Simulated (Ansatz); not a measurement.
Si₅H₂. Total charge 0; singlet. Geometry B3LYP-D4/def2-SVP.

```xyz
7

Si    1.339   -0.444   -1.233
Si   -1.006   -1.571    0.182
Si   -0.588    0.855   -0.294
Si    0.813   -0.380    1.043
Si   -0.946   -0.606   -2.050
H    -1.073    2.227   -0.005
H     1.462   -0.082    2.356
```

B3LYP takes the VWN-RPA correlation. The structure comes from a short search, and lower isomers may exist.

Q: Estimate the orbital energies around the gap (eV) in Ansatz with PBE-D4/def2-TZVP, r2SCAN-D4/def2-TZVP, B3LYP-D4/def2-TZVP, PBE0-D4/def2-TZVP, r2SCAN0-D4/def2-TZVP.

A: 
```
orbital  PBE-D4/def2-TZVP  r2SCAN-D4/def2-TZVP  B3LYP-D4/def2-TZVP  PBE0-D4/def2-TZVP  r2SCAN0-D4/def2-TZVP
 HOMO−9            -12.54               -13.06              -13.85             -14.25                -14.55
 HOMO−8            -11.61               -12.08              -12.83             -13.19                -13.47
 HOMO−7            -11.18               -11.61              -12.34             -12.70                -12.95
 HOMO−6            -10.04               -10.45              -11.13             -11.45                -11.70
 HOMO−5             -8.36                -8.69               -9.26              -9.54                 -9.74
 HOMO−4             -6.54                -6.80               -7.16              -7.44                 -7.59
 HOMO−3             -6.48                -6.66               -7.15              -7.36                 -7.47
 HOMO−2             -6.16                -6.39               -6.77              -7.04                 -7.18
 HOMO−1             -5.89                -6.11               -6.46              -6.73                 -6.87
   HOMO             -5.69                -5.87               -6.25              -6.49                 -6.60
   LUMO             -3.08                -3.04               -2.52              -2.44                 -2.43
 LUMO+1             -2.79                -2.71               -2.19              -2.10                 -2.07
 LUMO+2             -1.70                -1.53               -1.05              -0.94                 -0.86
 LUMO+3             -1.62                -1.40               -0.98              -0.86                 -0.74
 LUMO+4             -1.36                -1.09               -0.73              -0.58                 -0.43
 LUMO+5             -1.08                -0.82               -0.43              -0.29                 -0.15
```
